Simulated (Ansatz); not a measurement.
Complex (SMILES): N#N (N2) with S (H2S), atoms 1 to 2 the first; geometry from B3LYP-D3(BJ)/def2-TZVP, monomers rigid:
```xyz
5

N      0.5569     0.0216    -0.1918
N      0.4057    -0.6429     0.6599
S     -1.8739     2.6331    -1.4786
H     -0.7246     1.9720    -1.6881
H     -1.2906     3.5002    -0.6354
```

Interaction energy at HF with Ansatz (a program for electronic structure), kcal/mol, without and with the counterpoise correction (monomers among the partner's ghost functions). Cartesian d functions, on some or all atoms, in 6-31G*, 6-31+G*; all else is spherical. No added dispersion term, no relativity. Reference, counterpoise-corrected: the value in aug-pcseg-3, 0.37.

| basis | functions | uncorrected | counterpoise | counterpoise correction | mean of both |
|---|---|---|---|---|---|
| def2-SV(P) | 50 | -0.11 | 0.25 | 0.36 | 0.07 |
| 6-31G* | 53 | 0.11 | 0.31 | 0.19 | 0.21 |
| def2-SVP | 56 | -0.09 | 0.23 | 0.33 | 0.07 |
| 6-31+G* | 65 | 0.12 | 0.34 | 0.23 | 0.23 |
| aug-pcseg-1 | 91 | 0.07 | 0.38 | 0.31 | 0.23 |
| aug-cc-pV(D+d)Z | 96 | 0.29 | 0.37 | 0.08 | 0.33 |
| def2-TZVP | 111 | 0.26 | 0.35 | 0.09 | 0.31 |
| cc-pV(T+d)Z | 127 | 0.22 | 0.34 | 0.11 | 0.28 |
| aug-pcseg-2 | 188 | 0.26 | 0.37 | 0.11 | 0.31 |
| cc-pV(Q+d)Z | 234 | 0.30 | 0.36 | 0.06 | 0.33 |
| def2-QZVP | 244 | 0.31 | 0.36 | 0.05 | 0.34 |
| pcseg-4 | 429 | 0.36 | 0.37 | 0.01 | 0.37 |

The corrected value lies nearer the reference in 12 of 12 rows.
